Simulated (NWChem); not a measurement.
Molecule: C3H2FNS; SMILES Fc1cncs1

Program: NWChem. Structure relaxed at the PBE-D3(BJ)/def2-SVP level. Ions are spin-unrestricted doublets at the neutral geometry; other ion states weren't tried. Functional: LC-ωPBE (HJS hole) with def2-SVP; rows give the range parameter ω in 1/bohr.

Problem. At which range parameter does −ε(HOMO) equal the ΔSCF ionisation energy (optimal tuning)?

Solution. about 0.35 per bohr, by linear interpolation in these runs:
```
range parameter (1/bohr)  vertical ionisation energy, ΔSCF (eV)  −ε(HOMO) (eV)  ΔSCF minus −ε(HOMO) (eV)
------------------------  -------------------------------------  -------------  ------------------------
0.10                                                       9.39           7.56                      1.83
0.15                                                       9.43           8.18                      1.25
0.30                                                       9.58           9.44                      0.14
0.60                                                       9.72          10.43                     -0.71
0.80                                                       9.72          10.63                     -0.91
```
